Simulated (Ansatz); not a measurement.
GaOH3⁺, that is GaH2(OH) with one electron fewer. The state is a doublet with charge 1. Geometry r2SCAN-D4/def2-TZVP, that of the neutral singlet; atoms count from 1.

```xyz
5

Ga    0.0665    0.2260    0.5004
H     1.3229    0.3673    1.3933
H    -1.3947    0.6935    0.7716
O     0.3921   -0.5988   -1.0534
H    -0.3868   -0.6879   -1.6119
```

Estimate the Mulliken populations from the PBE0/def2-TZVP orbitals of Ansatz.


```
atom  charge (e)  spin (α − β)
 Ga1        0.59          0.06
  H2        0.12          0.15
  H3        0.22          0.41
  O4       -0.32          0.38
  H5        0.38          0.00
```
Mulliken values and Mayer orders depend strongly on the basis.

Where does the spin sit?

Summed by element: Ga 0.06, H 0.57, O 0.38, of 1 unpaired in all. Largest on single atoms: H3 0.41, O4 0.38, H2 0.15.

And the Mayer bond orders between bonded heavy atoms (over 0.3)?

Ga1–O4 1.17 (1.79 Å).
